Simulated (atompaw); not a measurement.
**u(r) = r·R(r): atom against pseudo-atom (lithium)**

Columns: radius, all-electron u(r) and pseudo u(r) of the 2s shell (level -4.08 eV) of lithium in the configuration [He] 2s0.75 2p0; LDA (PW92), scalar-relativistic, PAW (atompaw) scheme, atompaw 4.2.0.5.

```tsv
r (bohr)	all-electron	pseudo
0.115	-0.1410	0.0218
0.231	-0.1962	0.0440
0.346	-0.1994	0.0662
0.462	-0.1721	0.0889
0.577	-0.1277	0.1120
0.692	-0.0740	0.1356
0.808	-0.0158	0.1600
0.923	0.0427	0.1848
1.038	0.0999	0.2103
1.154	0.1548	0.2366
1.269	0.2057	0.2631
1.385	0.2531	0.2903
1.500	0.2960	0.3174
1.615	0.3348	0.3444
1.731	0.3699	0.3712
1.846	0.4007	0.3969
1.962	0.4280	0.4216
2.077	0.4515	0.4445
2.192	0.4715	0.4652
2.308	0.4884	0.4835
2.423	0.5021	0.4989
2.538	0.5129	0.5111
2.654	0.5211	0.5203
2.769	0.5267	0.5265
2.885	0.5301	0.5300
3.000	0.5313	0.5313
```

Q: How many radial nodes do the two functions have?

A: The all-electron 2s function has n − l − 1 = 1; the pseudo-wave has 0, since the states of the same l below it are removed with the core.

Q: Is the pseudo-wave norm-conserving?

A: No, it belongs to a PAW set: the norm inside the radius is not constrained, and the difference is carried by the augmentation charge.
